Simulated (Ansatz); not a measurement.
A nudged elastic band was laid between two geometries of Cl2GaH + H2 (6 atoms, charge 0, multiplicity 1).

Computed with Ansatz 0.2.0, RKS LDA/def2-SVP.

```
movable images  : 5
climbing image  : yes
spring          : 5.0 eV/Å²
optimiser       : quadratic models (default)
start path      : through a guess of the saddle point
force threshold : 0.03 eV/Å
iteration limit : 60
end points      : relaxed
```

First end point:

```xyz
6
Properties=species:S:1:pos:R:3
Ga -0.013 0.089 0.197
Cl -0.091 0.678 2.248
H 1.329 -0.124 -0.547
Cl -1.878 0.147 -0.822
H -0.222 -2.177 0.519
H -0.149 -1.868 1.244
```

Last end point:

```xyz
6
Properties=species:S:1:pos:R:3
Ga 0.385 -0.893 0.036
Cl -0.098 -0.008 2.231
H 1.346 0.135 -0.622
Cl -1.797 -0.166 -0.276
H 0.372 -2.438 0.200
H -1.232 0.115 1.269
```

(1) Which bonds break or form, and what moves?

(2) What energy profile does the band end with?

(3) What is the geometry of the highest image?

(4) What are the harmonic wavenumbers there?

The band took 13 iterations and roughly 100 core-seconds.

## Answers

(1) Bonds broken: H5–H6. Bonds formed: Ga1–H5, Cl2–H6. Cl2GaH + H2 becomes Cl2GaH3.

(2) The forces met the threshold. The highest image is number 2 of 0 to 6, 0.83 eV above the first end and 0.40 eV above the last; the last end lies 0.42 eV above the first. A vibrational analysis at the climbing image gives one clearly imaginary mode, 428i cm⁻¹: a first-order saddle point. The orbitals stay closed-shell, which can raise the energy where a bond breaks towards radicals; this wasn't checked here.

```csv
image,path coordinate (Å),energy (eV),H5–H6 (Å),Ga1–H5 (Å),Cl2–H6 (Å)
0,0.00,0.00,0.79,2.30,2.74
1,0.61,0.25,0.84,1.99,2.07
2,1.22,0.83,1.21,1.67,1.49
3,2.05,0.75,2.22,1.57,1.31
4,2.87,0.72,2.97,1.56,1.31
5,3.70,0.62,3.15,1.56,1.32
6,4.53,0.42,3.20,1.55,1.49
```

(3) 
```xyz
6
Properties=species:S:1:pos:R:3
Ga -0.020 -0.404 -0.110
Cl -0.128 0.058 2.311
H 1.359 0.066 -0.633
Cl -1.887 0.187 -0.941
H -0.160 -1.908 0.594
H -0.186 -1.253 1.617
```

(4) 428i, 100, 298, 424, 443, 560, 749, 917, 1005, 1389, 1744, 2013 cm⁻¹.

The run took 100 s on 1 thread of Arm Neoverse V1 (shared host), peak memory 0.12 GiB.
